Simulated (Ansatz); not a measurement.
A short molecular-dynamics run on AlClH5NOSi, SMILES `N[SiH](Cl)[AlH][OH]`.

```yaml
crystal:
  periodic: [false, false, false]
  atoms:
    - {symbol: N, position_ang: [-0.418273, -1.531727, -0.931163]}
    - {symbol: Si, position_ang: [0.072865, -0.968741, 0.603679]}
    - {symbol: Cl, position_ang: [2.087451, -1.360987, 1.070464]}
    - {symbol: Al, position_ang: [-0.083032, 1.469440, 0.649642]}
    - {symbol: O, position_ang: [-0.039048, 2.123013, -0.919187]}
    - {symbol: H, position_ang: [-0.478426, -2.516102, -1.139245]}
    - {symbol: H, position_ang: [-0.202021, -0.990304, -1.753074]}
    - {symbol: H, position_ang: [-0.666845, -1.761694, 1.618546]}
    - {symbol: H, position_ang: [-0.157500, 2.426224, 1.913759]}
    - {symbol: H, position_ang: [-0.032071, 3.059777, -1.110519]}
basis:
  gaussian: {orbitals: "6-31G*"}
magnetization: {spin_polarized: true, initial_magnetization: 0}
hamiltonian: {xc: {name: revPBE}, dispersion: d3bjatm}
md: {timestep: 1 fs, n_steps: 30, ensemble: nvt_langevin, temperature: 500, initial_velocities: maxwell_boltzmann, friction: 0.01, seed: 64}
```

```sh
$ ansatz run in.yaml --threads 4 --pin off --events-out ev --progress --plain --max-ram 10444MiB
```

```
step  time (fs)  potential energy (eV)  kinetic (eV)  T (K)  conserved (eV)
   0        0.0            -30611.2277        0.5817    450               –
   1        1.0            -30611.1795        0.5715    442               –
   2        2.0            -30611.1138        0.5121    396               –
   3        3.0            -30611.0685        0.4488    347               –
   4        4.0            -30611.0294        0.4304    333               –
   5        5.0            -30610.9758        0.3874    300               –
   6        6.0            -30610.9132        0.3600    278               –
   7        7.0            -30610.8755        0.3282    254               –
   8        8.0            -30610.9036        0.3780    292               –
   9        9.0            -30610.9164        0.3815    295               –
  10       10.0            -30610.8332        0.2991    231               –
  11       11.0            -30610.7556        0.2016    156               –
  12       12.0            -30610.7827        0.2450    190               –
  13       13.0            -30610.8268        0.3088    239               –
  14       14.0            -30610.7978        0.2900    224               –
  15       15.0            -30610.7320        0.2584    200               –
  16       16.0            -30610.7524        0.2637    204               –
  17       17.0            -30610.8771        0.3728    288               –
  18       18.0            -30610.9580        0.4432    343               –
  19       19.0            -30610.9244        0.3774    292               –
  20       20.0            -30610.8733        0.3887    301               –
  21       21.0            -30610.9338        0.4157    322               –
  22       22.0            -30611.0273        0.5226    404               –
  23       23.0            -30610.9905        0.4881    378               –
  24       24.0            -30610.8709        0.4068    315               –
  25       25.0            -30610.8455        0.3760    291               –
  26       26.0            -30610.9260        0.5089    394               –
  27       27.0            -30610.9821        0.5071    392               –
  28       28.0            -30610.9737        0.5179    401               –
  29       29.0            -30610.9061        0.4086    316               –
  30       30.0            -30610.8664        0.3882    300               –
```

Velocities are drawn at the set temperature; a run this short doesn't reach equilibrium.

Frames (Å, forces in eV/Å):

```xyz
10
time=0.0 fs
N    -0.418   -1.532   -0.931   -0.433    0.003   -0.180
Si    0.073   -0.969    0.604   -0.094    0.446    0.436
Cl    2.087   -1.361    1.070    0.615   -0.123    0.170
Al   -0.083    1.469    0.650   -0.061   -0.419    0.639
O    -0.039    2.123   -0.919    0.020   -0.521   -0.792
H    -0.478   -2.516   -1.139   -0.027   -0.567   -0.123
H    -0.202   -0.990   -1.753    0.141    0.304   -0.447
H    -0.667   -1.762    1.619   -0.159   -0.147    0.162
H    -0.158    2.426    1.914   -0.010    0.171    0.250
H    -0.032    3.060   -1.111    0.009    0.853   -0.116
10
time=1.0 fs
N    -0.426   -1.531   -0.928   -0.306    1.084   -0.548
Si    0.077   -0.972    0.603   -0.211    0.597    0.529
Cl    2.087   -1.361    1.070    0.660   -0.156    0.182
Al   -0.084    1.473    0.647   -0.020   -0.568    0.893
O    -0.042    2.119   -0.911    0.044    0.839   -1.472
H    -0.446   -2.492   -1.146   -0.106   -1.775   -0.187
H    -0.175   -1.019   -1.767    0.085    0.366   -0.095
H    -0.683   -1.756    1.612   -0.103   -0.148    0.153
H    -0.122    2.450    1.891   -0.024    0.184    0.339
H    -0.015    3.074   -1.137   -0.018   -0.423    0.206
10
time=2.0 fs
N    -0.435   -1.529   -0.925   -0.174    1.061   -1.230
Si    0.083   -0.975    0.602   -0.375    0.686    0.624
Cl    2.086   -1.362    1.070    0.718   -0.191    0.196
Al   -0.085    1.476    0.645    0.021   -0.682    1.122
O    -0.043    2.116   -0.903    0.097    1.810   -2.094
H    -0.415   -2.490   -1.155   -0.119   -1.784   -0.013
H    -0.150   -1.046   -1.785   -0.040    0.352    0.378
H    -0.700   -1.752    1.608   -0.015   -0.115    0.096
H    -0.087    2.476    1.867   -0.036    0.187    0.418
H     0.003    3.084   -1.163   -0.077   -1.325    0.504
10
time=3.0 fs
N    -0.444   -1.527   -0.924    0.000   -0.056   -1.905
Si    0.089   -0.976    0.602   -0.575    0.703    0.716
Cl    2.086   -1.363    1.070    0.769   -0.222    0.209
Al   -0.086    1.478    0.644    0.062   -0.746    1.308
O    -0.045    2.114   -0.897    0.144    2.195   -2.520
H    -0.387   -2.510   -1.163   -0.183   -0.709    0.363
H    -0.128   -1.070   -1.799   -0.144    0.375    0.684
H    -0.717   -1.748    1.608    0.106   -0.052    0.001
H    -0.053    2.502    1.843   -0.045    0.172    0.471
H     0.021    3.082   -1.186   -0.135   -1.659    0.673
10
time=4.0 fs
N    -0.452   -1.523   -0.924    0.207   -1.391   -2.311
Si    0.094   -0.978    0.602   -0.792    0.683    0.804
Cl    2.087   -1.363    1.070    0.807   -0.251    0.221
Al   -0.086    1.480    0.642    0.106   -0.757    1.474
O    -0.047    2.114   -0.893    0.145    1.882   -2.649
H    -0.361   -2.540   -1.165   -0.317    0.595    0.699
H    -0.111   -1.086   -1.803   -0.196    0.405    0.772
H    -0.738   -1.744    1.608    0.244    0.019   -0.100
H    -0.020    2.529    1.823   -0.055    0.120    0.474
H     0.038    3.063   -1.204   -0.149   -1.306    0.616
10
time=5.0 fs
N    -0.461   -1.520   -0.924    0.411   -2.334   -2.400
Si    0.099   -0.979    0.602   -1.023    0.655    0.892
Cl    2.087   -1.364    1.071    0.835   -0.277    0.231
Al   -0.086    1.482    0.640    0.154   -0.719    1.610
O    -0.049    2.116   -0.890    0.056    0.860   -2.419
H    -0.337   -2.568   -1.161   -0.465    1.549    0.854
H    -0.097   -1.092   -1.798   -0.214    0.401    0.712
H    -0.760   -1.739    1.606    0.387    0.088   -0.189
H     0.012    2.555    1.807   -0.067    0.035    0.431
H     0.056    3.030   -1.215   -0.075   -0.257    0.277
10
time=6.0 fs
N    -0.471   -1.520   -0.926    0.547   -2.729   -2.062
Si    0.103   -0.981    0.602   -1.248    0.645    0.901
Cl    2.087   -1.364    1.071    0.867   -0.303    0.237
Al   -0.087    1.483    0.639    0.209   -0.610    1.694
O    -0.052    2.119   -0.888   -0.149   -0.635   -1.867
H    -0.315   -2.581   -1.147   -0.584    1.910    0.815
H    -0.083   -1.095   -1.785   -0.161    0.450    0.449
H    -0.779   -1.735    1.602    0.491    0.122   -0.226
H     0.042    2.580    1.795   -0.087   -0.082    0.352
H     0.074    2.993   -1.225    0.116    1.230   -0.293
10
time=7.0 fs
N    -0.479   -1.522   -0.930    0.577   -2.627   -1.391
Si    0.107   -0.983    0.603   -1.464    0.679    0.825
Cl    2.087   -1.364    1.071    0.904   -0.330    0.241
Al   -0.088    1.483    0.639    0.273   -0.441    1.739
O    -0.055    2.121   -0.888   -0.374   -1.763   -1.344
H    -0.298   -2.577   -1.124   -0.632    1.723    0.624
H    -0.070   -1.095   -1.765   -0.041    0.547    0.047
H    -0.792   -1.727    1.598    0.547    0.117   -0.222
H     0.071    2.606    1.786   -0.113   -0.220    0.254
H     0.091    2.966   -1.238    0.322    2.315   -0.770
10
time=8.0 fs
N    -0.487   -1.525   -0.934    0.463   -1.928   -0.516
Si    0.111   -0.985    0.604   -1.675    0.730    0.713
Cl    2.087   -1.363    1.071    0.941   -0.356    0.240
Al   -0.088    1.482    0.639    0.342   -0.253    1.820
O    -0.058    2.123   -0.888   -0.384   -1.496   -1.417
H    -0.287   -2.553   -1.097   -0.556    0.909    0.317
H    -0.058   -1.090   -1.742    0.123    0.670   -0.423
H    -0.800   -1.719    1.595    0.578    0.095   -0.204
H     0.099    2.630    1.782   -0.144   -0.370    0.142
H     0.110    2.960   -1.259    0.313    1.999   -0.671
10
time=9.0 fs
N    -0.494   -1.530   -0.940    0.245   -0.513    0.303
Si    0.115   -0.986    0.605   -1.862    0.786    0.555
Cl    2.088   -1.362    1.070    0.974   -0.379    0.236
Al   -0.089    1.482    0.639    0.411   -0.079    1.934
O    -0.062    2.122   -0.888   -0.119   -0.082   -2.110
H    -0.279   -2.518   -1.071   -0.311   -0.552   -0.051
H    -0.046   -1.081   -1.720    0.236    0.731   -0.755
H    -0.804   -1.711    1.592    0.575    0.055   -0.157
H     0.123    2.654    1.778   -0.176   -0.509    0.044
H     0.133    2.971   -1.286    0.027    0.542    0.001
10
time=10.0 fs
N    -0.500   -1.536   -0.946    0.094    1.274    0.695
Si    0.118   -0.987    0.606   -1.987    0.850    0.354
Cl    2.089   -1.361    1.069    0.998   -0.394    0.233
Al   -0.089    1.482    0.639    0.474    0.088    1.995
O    -0.066    2.120   -0.889    0.205    1.242   -2.802
H    -0.268   -2.488   -1.048    0.059   -2.140   -0.381
H    -0.033   -1.065   -1.706    0.148    0.554   -0.698
H    -0.803   -1.703    1.587    0.531   -0.012   -0.069
H     0.145    2.675    1.774   -0.204   -0.623   -0.028
H     0.156    2.988   -1.311   -0.318   -0.839    0.702
10
time=11.0 fs
N    -0.506   -1.540   -0.951    0.219    2.317    0.642
Si    0.121   -0.988    0.609   -2.014    0.914    0.116
Cl    2.091   -1.361    1.069    1.008   -0.400    0.229
Al   -0.088    1.481    0.641    0.529    0.262    1.961
O    -0.070    2.119   -0.891    0.381    1.799   -3.057
H    -0.257   -2.478   -1.031    0.292   -2.743   -0.565
H    -0.021   -1.042   -1.700   -0.103    0.152   -0.356
H    -0.797   -1.695    1.580    0.432   -0.109    0.070
H     0.165    2.693    1.771   -0.230   -0.720   -0.093
H     0.172    2.996   -1.328   -0.514   -1.472    1.053
10
time=12.0 fs
N    -0.513   -1.543   -0.955    0.750    1.784    0.350
Si    0.122   -0.989    0.612   -1.929    0.979   -0.147
Cl    2.092   -1.361    1.069    0.994   -0.394    0.220
Al   -0.087    1.481    0.643    0.567    0.404    1.813
O    -0.074    2.119   -0.895    0.372    1.626   -2.852
H    -0.242   -2.497   -1.021    0.123   -1.682   -0.583
H    -0.010   -1.019   -1.698   -0.390   -0.323    0.055
H    -0.786   -1.688    1.574    0.279   -0.233    0.245
H     0.181    2.704    1.769   -0.248   -0.774   -0.127
H     0.181    2.990   -1.332   -0.518   -1.388    1.026
10
time=13.0 fs
N    -0.520   -1.544   -0.960    1.358    0.528    0.167
Si    0.122   -0.989    0.614   -1.755    1.042   -0.418
Cl    2.095   -1.361    1.070    0.948   -0.377    0.201
Al   -0.086    1.480    0.646    0.582    0.489    1.559
O    -0.079    2.120   -0.900    0.157    0.770   -2.221
H    -0.224   -2.532   -1.017   -0.251   -0.002   -0.550
H    -0.005   -0.998   -1.696   -0.571   -0.685    0.311
H    -0.769   -1.682    1.571    0.093   -0.375    0.435
H     0.194    2.708    1.763   -0.250   -0.769   -0.113
H     0.185    2.972   -1.321   -0.311   -0.622    0.629
10
time=14.0 fs
N    -0.527   -1.545   -0.964    1.743   -0.532    0.231
Si    0.121   -0.989    0.616   -1.553    1.103   -0.676
Cl    2.098   -1.362    1.070    0.891   -0.354    0.177
Al   -0.084    1.481    0.649    0.581    0.538    1.247
O    -0.082    2.120   -0.907   -0.281   -0.724   -1.251
H    -0.208   -2.567   -1.015   -0.566    1.286   -0.529
H    -0.006   -0.983   -1.691   -0.595   -0.849    0.330
H    -0.749   -1.676    1.571   -0.101   -0.517    0.622
H     0.205    2.706    1.756   -0.245   -0.733   -0.081
H     0.186    2.947   -1.300    0.125    0.783   -0.069
10
time=15.0 fs
N    -0.533   -1.547   -0.969    1.846   -1.188    0.513
Si    0.119   -0.989    0.617   -1.443    1.081   -0.809
Cl    2.101   -1.364    1.071    0.830   -0.328    0.147
Al   -0.082    1.482    0.653    0.565    0.540    0.890
O    -0.086    2.121   -0.916   -0.762   -2.262   -0.308
H    -0.198   -2.590   -1.017   -0.742    1.973   -0.522
H    -0.013   -0.975   -1.682   -0.480   -0.819    0.144
H    -0.733   -1.676    1.578   -0.192   -0.570    0.687
H     0.215    2.699    1.750   -0.230   -0.654   -0.021
H     0.185    2.930   -1.279    0.608    2.228   -0.720
10
time=16.0 fs
N    -0.538   -1.550   -0.973    1.727   -1.388    0.917
Si    0.117   -0.988    0.618   -1.431    0.956   -0.805
Cl    2.104   -1.365    1.071    0.756   -0.297    0.112
Al   -0.079    1.484    0.657    0.527    0.473    0.521
O    -0.089    2.121   -0.925   -0.878   -2.665    0.029
H    -0.193   -2.593   -1.022   -0.768    2.059   -0.531
H    -0.026   -0.972   -1.672   -0.294   -0.653   -0.141
H    -0.719   -1.684    1.593   -0.168   -0.516    0.604
H     0.220    2.682    1.745   -0.198   -0.513    0.089
H     0.187    2.933   -1.265    0.726    2.544   -0.797
10
time=17.0 fs
N    -0.541   -1.553   -0.978    1.418   -1.064    1.376
Si    0.115   -0.987    0.618   -1.465    0.787   -0.710
Cl    2.108   -1.367    1.071    0.681   -0.264    0.072
Al   -0.076    1.485    0.660    0.477    0.372    0.163
O    -0.092    2.119   -0.934   -0.466   -1.507   -0.313
H    -0.197   -2.573   -1.027   -0.621    1.500   -0.558
H    -0.037   -0.973   -1.662   -0.092   -0.385   -0.469
H    -0.704   -1.695    1.613   -0.094   -0.407    0.442
H     0.221    2.660    1.741   -0.152   -0.334    0.232
H     0.195    2.958   -1.262    0.315    1.302   -0.233
10
time=18.0 fs
N    -0.543   -1.556   -0.982    0.844   -0.154    1.916
Si    0.112   -0.985    0.617   -1.531    0.573   -0.527
Cl    2.112   -1.368    1.070    0.613   -0.230    0.029
Al   -0.073    1.486    0.664    0.416    0.262   -0.206
O    -0.096    2.117   -0.943    0.076    0.014   -0.727
H    -0.207   -2.536   -1.035   -0.256    0.222   -0.606
H    -0.047   -0.979   -1.653    0.149    0.005   -0.871
H    -0.688   -1.710    1.638    0.014   -0.247    0.204
H     0.217    2.636    1.741   -0.102   -0.141    0.385
H     0.205    2.993   -1.264   -0.225   -0.303    0.403
10
time=19.0 fs
N    -0.544   -1.560   -0.985    0.196    1.281    2.300
Si    0.110   -0.983    0.615   -1.582    0.343   -0.294
Cl    2.115   -1.370    1.070    0.552   -0.194   -0.015
Al   -0.070    1.488    0.668    0.348    0.131   -0.563
O    -0.100    2.114   -0.952    0.443    0.992   -0.870
H    -0.216   -2.498   -1.048    0.263   -1.521   -0.664
H    -0.056   -0.986   -1.650    0.287    0.330   -1.117
H    -0.670   -1.724    1.667    0.126   -0.067   -0.070
H     0.209    2.612    1.745   -0.051    0.050    0.534
H     0.215    3.020   -1.263   -0.581   -1.345    0.758
10
time=20.0 fs
N    -0.544   -1.562   -0.986   -0.172    2.475    2.358
Si    0.108   -0.980    0.614   -1.599    0.097   -0.033
Cl    2.119   -1.371    1.069    0.491   -0.157   -0.053
Al   -0.068    1.489    0.671    0.273   -0.008   -0.912
O    -0.104    2.110   -0.963    0.573    1.252   -0.703
H    -0.220   -2.474   -1.068    0.652   -2.830   -0.689
H    -0.061   -0.994   -1.659    0.242    0.463   -1.065
H    -0.654   -1.736    1.702    0.236    0.121   -0.376
H     0.198    2.588    1.752   -0.005    0.229    0.667
H     0.220    3.030   -1.256   -0.692   -1.642    0.806
10
time=21.0 fs
N    -0.543   -1.563   -0.985    0.125    2.168    1.979
Si    0.105   -0.977    0.612   -1.543   -0.153    0.206
Cl    2.122   -1.372    1.067    0.427   -0.118   -0.084
Al   -0.065    1.490    0.673    0.202   -0.099   -1.214
O    -0.108    2.107   -0.974    0.467    0.825   -0.277
H    -0.215   -2.479   -1.096    0.482   -2.436   -0.539
H    -0.061   -1.000   -1.674    0.059    0.411   -0.774
H    -0.639   -1.744    1.734    0.314    0.282   -0.644
H     0.185    2.567    1.764    0.025    0.351    0.741
H     0.218    3.022   -1.239   -0.558   -1.229    0.604
10
time=22.0 fs
N    -0.543   -1.562   -0.982    0.960    0.700    1.085
Si    0.102   -0.973    0.610   -1.397   -0.367    0.396
Cl    2.126   -1.372    1.066    0.358   -0.075   -0.109
Al   -0.063    1.490    0.674    0.142   -0.135   -1.441
O    -0.112    2.105   -0.985    0.140   -0.222    0.310
H    -0.202   -2.508   -1.133   -0.131   -0.693   -0.138
H    -0.054   -1.002   -1.692   -0.249    0.182   -0.260
H    -0.623   -1.750    1.758    0.335    0.387   -0.823
H     0.173    2.550    1.781    0.038    0.402    0.741
H     0.212    3.000   -1.218   -0.196   -0.179    0.239
10
time=23.0 fs
N    -0.542   -1.560   -0.978    1.718   -0.592    0.049
Si    0.099   -0.970    0.609   -1.196   -0.523    0.537
Cl    2.131   -1.372    1.064    0.285   -0.034   -0.130
Al   -0.061    1.491    0.675    0.095   -0.115   -1.581
O    -0.116    2.104   -0.996   -0.392   -1.801    0.964
H    -0.189   -2.545   -1.172   -0.673    0.898    0.335
H    -0.047   -1.004   -1.713   -0.567   -0.080    0.306
H    -0.606   -1.753    1.778    0.320    0.446   -0.940
H     0.163    2.535    1.804    0.034    0.383    0.660
H     0.203    2.974   -1.193    0.375    1.419   -0.200
10
time=24.0 fs
N    -0.541   -1.558   -0.974    2.135   -1.384   -0.768
Si    0.095   -0.967    0.608   -0.961   -0.616    0.588
Cl    2.135   -1.371    1.063    0.213    0.005   -0.149
Al   -0.059    1.491    0.675    0.068   -0.027   -1.593
O    -0.120    2.103   -1.007   -0.812   -3.041    1.405
H    -0.185   -2.576   -1.205   -0.976    1.887    0.728
H    -0.044   -1.007   -1.733   -0.775   -0.247    0.736
H    -0.588   -1.749    1.791    0.262    0.448   -0.974
H     0.156    2.523    1.833    0.015    0.287    0.489
H     0.194    2.959   -1.169    0.830    2.689   -0.462
10
time=25.0 fs
N    -0.539   -1.558   -0.971    2.188   -1.789   -1.172
Si    0.091   -0.965    0.608   -0.710   -0.640    0.524
Cl    2.139   -1.371    1.062    0.150    0.040   -0.166
Al   -0.058    1.491    0.674    0.062    0.106   -1.466
O    -0.125    2.101   -1.017   -0.625   -2.590    1.413
H    -0.193   -2.594   -1.231   -1.064    2.307    0.989
H    -0.052   -1.014   -1.746   -0.808   -0.234    0.896
H    -0.567   -1.742    1.794    0.154    0.387   -0.908
H     0.153    2.513    1.867   -0.015    0.135    0.245
H     0.191    2.969   -1.147    0.670    2.278   -0.355
10
time=26.0 fs
N    -0.537   -1.559   -0.968    1.936   -1.832   -1.149
Si    0.088   -0.963    0.608   -0.442   -0.586    0.333
Cl    2.143   -1.370    1.062    0.092    0.072   -0.183
Al   -0.057    1.491    0.672    0.071    0.245   -1.240
O    -0.131    2.096   -1.026    0.024   -0.796    1.228
H    -0.212   -2.590   -1.249   -0.977    2.177    1.108
H    -0.069   -1.023   -1.750   -0.686   -0.037    0.787
H    -0.543   -1.731    1.789   -0.007    0.257   -0.735
H     0.154    2.504    1.905   -0.051   -0.033   -0.035
H     0.197    3.000   -1.127    0.040    0.533   -0.113
10
time=27.0 fs
N    -0.532   -1.561   -0.966    1.488   -1.435   -0.806
Si    0.084   -0.962    0.609   -0.148   -0.458    0.019
Cl    2.147   -1.371    1.061    0.030    0.102   -0.200
Al   -0.055    1.490    0.668    0.079    0.342   -1.033
O    -0.136    2.091   -1.035    0.640    0.933    1.134
H    -0.240   -2.567   -1.260   -0.748    1.505    1.065
H    -0.092   -1.031   -1.751   -0.492    0.256    0.532
H    -0.517   -1.719    1.778   -0.211    0.061   -0.457
H     0.155    2.491    1.940   -0.078   -0.156   -0.269
H     0.207    3.037   -1.110   -0.562   -1.151    0.015
10
time=28.0 fs
N    -0.526   -1.565   -0.965    0.873   -0.384   -0.120
Si    0.080   -0.961    0.609    0.136   -0.291   -0.352
Cl    2.152   -1.371    1.061   -0.037    0.130   -0.213
Al   -0.055    1.489    0.664    0.080    0.371   -0.884
O    -0.141    2.086   -1.042    1.006    1.972    1.164
H    -0.272   -2.530   -1.263   -0.365    0.136    0.776
H    -0.121   -1.036   -1.748   -0.268    0.594    0.171
H    -0.498   -1.709    1.761   -0.415   -0.165   -0.116
H     0.156    2.475    1.966   -0.094   -0.217   -0.429
H     0.213    3.064   -1.091   -0.916   -2.145    0.003
10
time=29.0 fs
N    -0.520   -1.569   -0.963    0.153    1.235    0.974
Si    0.076   -0.961    0.608    0.376   -0.135   -0.695
Cl    2.156   -1.372    1.060   -0.101    0.155   -0.225
Al   -0.055    1.489    0.659    0.078    0.347   -0.757
O    -0.146    2.082   -1.049    1.109    2.300    1.263
H    -0.306   -2.493   -1.257    0.104   -1.812    0.205
H    -0.151   -1.034   -1.739   -0.016    0.947   -0.333
H    -0.483   -1.702    1.744   -0.592   -0.374    0.209
H     0.156    2.457    1.989   -0.106   -0.246   -0.555
H     0.209    3.073   -1.075   -1.006   -2.416   -0.087
10
time=30.0 fs
N    -0.514   -1.573   -0.963   -0.289    2.491    1.859
Si    0.072   -0.960    0.607    0.571   -0.034   -0.937
Cl    2.161   -1.373    1.060   -0.166    0.181   -0.235
Al   -0.055    1.489    0.654    0.077    0.292   -0.652
O    -0.150    2.080   -1.055    0.950    1.895    1.389
H    -0.339   -2.477   -1.249    0.379   -3.199   -0.302
H    -0.182   -1.025   -1.732    0.147    1.100   -0.704
H    -0.471   -1.700    1.733   -0.717   -0.524    0.445
H     0.158    2.437    2.010   -0.119   -0.255   -0.663
H     0.195    3.058   -1.062   -0.832   -1.947   -0.200
```

Run time 55 s (4 threads of an Intel Xeon on a shared host); peak host memory 0.2 GiB.
